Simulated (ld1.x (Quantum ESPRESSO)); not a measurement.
Which change was made? (Cr, TM)

- Element: chromium (Cr)
- Generator: ld1.x (Quantum ESPRESSO) 7.5
- Type: norm-conserving Troullier–Martins (Kleinman–Bylander form)
- Functional: PBEsol
- Relativity: scalar-relativistic
- Frozen core: [Ne]
- Valence charge: 14
- Reference configuration: 3s2 3p6 3d5 4s1 4p0
- Partial waves: 3p (bound): rc 1.55 bohr; 3d (bound): rc 2.20 bohr; 4f channel at 0.05 Ry: rc 1.90 bohr; 3s (bound): rc 0.95 bohr
- Local potential: the s channel
- Core correction: none

Occupied shells without a wave of their own: 4s. They enter only through the test configuration that unscreens the potential.

Cutoffs, loose and tight: the cutoffs (Ry, on a coarse ladder) from which the occupation-weighted sum of valence levels, in a spherical-Bessel basis at the reference potential, stays within 10 and 1 mRy of its value at 400 Ry. They do not see the model core or the augmentation charge, which bear on the density cutoff. Test errors are all-electron minus pseudo excitation energies from the reference, over the configurations 3s2 3p6 3d5 4s0 4p0; 3s2 3p6 3d4 4s0 4p0; 3s2 3p6 3d3 4s0 4p0; 3s2 3p6 3d4 4s1 4p0; 3s1 3p6 3d5 4s1 4p0; 3s2 3p6 3d5 4s0 4p1; 3s2 3p6 3d4 4s2 4p0; variants that change the core or the reference have their own tests.

The base gives: outcome: generated; cutoff, loose: 140 Ry; cutoff, tight: 260 Ry; bound ghosts: none; largest test error (meV): -381.

Question: After one change the result is: outcome: generated, misses its reference levels by 0.16 eV; cutoff, loose: 100 Ry; cutoff, tight: 140 Ry; bound ghosts: f; largest test error (meV): -712. Which change was it?
A. all radii scaled by about 1.21 (s 1.16, p 1.88, d 2.66, f 2.30 bohr)
B. all radii scaled by about 1.37 (s 1.30, p 2.12, d 3.00, f 2.60 bohr)
C. all radii scaled by about 0.93 (s 0.88, p 1.44, d 2.06, f 1.78 bohr)

Answer: A. The others give: all radii scaled by about 0.93 (s 0.88, p 1.44, d 2.06, f 1.78 bohr) → outcome: generated; cutoff, loose: 160 Ry; cutoff, tight: 300 Ry; bound ghosts: none; largest test error (meV): -281 | all radii scaled by about 1.37 (s 1.30, p 2.12, d 3.00, f 2.60 bohr) → outcome: generated, misses its reference levels by 0.34 eV; cutoff, loose: 70 Ry; cutoff, tight: 100 Ry; bound ghosts: none; largest test error (meV): -1034.
